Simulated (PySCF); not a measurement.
# C₆ coefficients of unlike pairs at UHF

Calculated with PySCF 2.14 from the dipole response of each species, C₆(A,B) = (3/π) ∫ α_A(iu) α_B(iu) du, in atomic units, from isotropic polarisabilities. For ions this is the dispersion term alone; charge-induced terms of lower order in 1/R come first.

| species | configuration | basis | relativity | α (bohr³) | C₆ (like pair) |
| --- | --- | --- | --- | --- | --- |
| Mn²⁺ | [Ar] 3d5 (6S) | def2-QZVPPD (11s6p5d4f2g) | none | 3.192 | 9.261 |
| Ar⁺ | [Ne] 3s2 3p5 (2P) | aug-cc-pwCVDZ (6s5p3d) | none | 6.662 | 30.46 |
| Br⁺ | [Ar] 3d10 4s2 4p4 (3P) | aug-cc-pV5Z-PP with ECP10MDF (8s7p6d4f3g2h) | core potential | 12.30 | 75.95 |
| V⁺ | [Ar] 3d4 (5D) | x2c-TZVPPall with one added diffuse shell each of s, p, d, f type (7s6p5d3f1g) | spin-free X2C | 11.66 | 42.15 |

Problem. Estimate C₆ for Br⁺ with Mn²⁺.

Solution. The integral gives 25.04. The combination rule 2 C_A C_B / (C_A α_B/α_A + C_B α_A/α_B) gives 25.40 and the geometric mean 26.52.

No spin-orbit coupling is included.

The other pairs:

| pair | C₆ |
| --- | --- |
| V⁺, Ar⁺ | 34.81 |
| Ar⁺, Mn²⁺ | 16.37 |
| V⁺, Mn²⁺ | 18.53 |
| V⁺, Br⁺ | 55.83 |
| Br⁺, Ar⁺ | 47.61 |
